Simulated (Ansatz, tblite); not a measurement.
Forces on TeH₂ at its PBE0-D4/def2-TZVP geometry. Total charge 0; singlet.

In the def2 sets Te takes a core potential; there is no spin–orbit coupling. The xTB rows come from tblite.

GFN1-xTB (tblite), largest force 0.19 eV/Å:

```xyz
3
positions Å, forces eV/Å
Te   -0.053    0.426   -0.649    0.013   -0.106    0.162
H    -1.043    0.146    0.648    0.104    0.016   -0.115
H     1.097   -0.572    0.001   -0.117    0.090   -0.048
```

GFN2-xTB (tblite), largest force 0.23 eV/Å:

```
Te 0.010 -0.076 0.116
H 0.197 -0.029 -0.119
H -0.206 0.106 0.003
```

PBE0-D4/def2-TZVP (Ansatz), largest force 0.01 eV/Å:

```
Te 0.000 -0.003 0.005
H 0.001 0.001 -0.003
H -0.001 0.002 -0.002
```
